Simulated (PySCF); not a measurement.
**Sc: ionisation energy**

Sc [Ar] 3d1 4s2 (2D) → Sc⁺ [Ar] 3d1 4s1 (3D), as a difference of total energies. Calculation: PySCF 2.14, in jorge-DZP-DKH (8s6p2d1f, 43 functions); scalar relativity by spin-free X2C-1e. Correlated levels: valence: [Ar] frozen. The calculations carry no spin-orbit coupling.

```
           method  ionisation energy (eV)  error (eV)
              UHF                   5.365      -1.197
             BP86                   6.622      +0.060
    MP2 (valence)                   5.981      -0.581
SCS-MP2 (valence)                   6.102      -0.460
```

Reference: 6.562 eV (measured; NIST levels, between the centres of gravity of the two terms).

Errors of the correlated levels include the incompleteness of this basis and the frozen core.

MP2 underrates the near-degeneracy of ns² with np² in the lower species.
